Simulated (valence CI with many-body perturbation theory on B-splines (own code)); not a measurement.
## Basis-set convergence for Cr XI

Computed by valence CI with perturbative core correlation (CI+MBPT): four valence electrons over a frozen Dirac-Fock core [Ne], a basis of 9 s, 9 p, 8 d, 6 f, 3 g, 1 h functions for each j, with the one-electron correlation potential Σ1 (screened to all orders), the two-electron term Σ2, the three-electron term Σ3, Breit, model QED; selected single and double excitations, second order for the rest, scaled by the run's own slope (own B-spline code, finite nucleus).

No measured spectrum was set against this ion. As an estimate, levels of excited configurations hold to 0.05 to 0.15 % of their energy, terms of the ground configuration to about 0.5 %.

The reference run has the lowest level 3s2 3p2 3P_0 and an ionisation energy of 269.832 eV. Its largest variational space holds 20078 state functions.

Names give the largest LS component (configuration and term), which can be under half, so a name can repeat, a term be missing and a line seem to break the LS rules; names also repeat where a configuration has a term twice.

Changed runs:
A. basis 6 s, 6 p, 5 d, 3 f, 1 g
B. basis 5 s, 5 p, 4 d, 2 f

Excitation energies of the reference run in cm⁻¹, and shifts in cm⁻¹:

| Level | Reference | A | B |
| --- | --- | --- | --- |
| 3s2 3p2 3P_1 | 5537 | -6.2 | -17 |
| 3s2 3p2 3P_2 | 12005 | -1.1 | +4.6 |
| 3s2 3p2 1D_2 | 37153 | +116 | +435 |
| 3s2 3p2 1S_0 | 75263 | +187 | +601 |
| 3s 3p3 5S°_2 | 178126 | -185 | -581 |
| 3s 3p3 3D°_1 | 242340 | +3.6 | +57 |
| 3s 3p3 3D°_2 | 242448 | +4.2 | +60 |
| 3s 3p3 3D°_3 | 243920 | +3.9 | +57 |
| 3s 3p3 3P°_0 | 278191 | +79 | +310 |
| 3s 3p3 3P°_1 | 278522 | +78 | +303 |
| 3s 3p3 3P°_2 | 278817 | +73 | +286 |
| 3s 3p3 1D°_2 | 306584 | +69 | +135 |
| Ionisation energy (eV) | 269.832 | -0.018 | -0.054 |
